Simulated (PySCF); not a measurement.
C₂H₄BFO₂, SMILES FB1COCO1.

The structure is a stationary point at PBE0-D3(BJ)/def2-SVP. This is a generated structure with no PubChem entry under its InChIKey; it may be hypothetical. Other conformers were not sampled.

Level of theory: PBE0-D3(BJ)/def2-SVP (PySCF).

Harmonic, unscaled wavenumbers; measured fundamentals usually lie a few per cent lower.

```csv
mode,ν (cm⁻¹),IR (km/mol),Raman (Å⁴/amu),depolarisation,moving atoms (share of kinetic energy)
1,160,12.4,0.6,0.65,"O 40 %, H 29 %, C 21 %, F 8 %"
2,206,2.7,0.4,0.60,"O 35 %, H 30 %, C 19 %, F 13 %"
3,375,4.2,0.7,0.55,"F 40 %, O 23 %, C 17 %, B 11 %, H 9 %"
4,460,14.8,0.2,0.72,"B 42 %, H 39 %, O 9 %"
5,573,3.5,2.2,0.40,"F 47 %, O 20 %, C 17 %, B 14 %"
6,736,0.5,3.4,0.75,"O 74 %, C 18 %"
7,822,18.0,4.8,0.09,"C 38 %, O 25 %, H 22 %, F 9 %"
8,900,15.2,1.6,0.60,"H 40 %, B 27 %, C 25 %"
9,991,27.6,6.6,0.38,"C 55 %, O 25 %, H 19 %"
10,1077,126.0,1.1,0.68,"C 50 %, O 41 %"
11,1128,42.9,1.5,0.43,"C 38 %, O 27 %, H 20 %, B 14 %"
12,1160,10.1,1.1,0.69,"H 60 %, C 28 %"
13,1209,4.8,7.8,0.73,H 86 %
14,1242,5.4,10.3,0.74,H 90 %
15,1262,71.5,5.4,0.75,"H 49 %, O 25 %, C 15 %"
16,1353,187.1,2.1,0.53,"H 34 %, B 26 %, C 26 %, O 14 %"
17,1434,88.9,2.3,0.50,"H 57 %, B 24 %, C 8 %"
18,1459,63.1,16.8,0.69,"H 84 %, C 10 %"
19,1522,163.5,13.4,0.48,"H 61 %, B 23 %, C 8 %"
20,1547,203.7,4.4,0.75,"H 42 %, B 40 %"
21,3004,91.2,88.7,0.32,H 94 %
22,3011,36.2,190.0,0.12,H 94 %
23,3125,35.1,128.8,0.64,"H 91 %, C 9 %"
24,3129,11.4,106.2,0.24,"H 91 %, C 9 %"
```
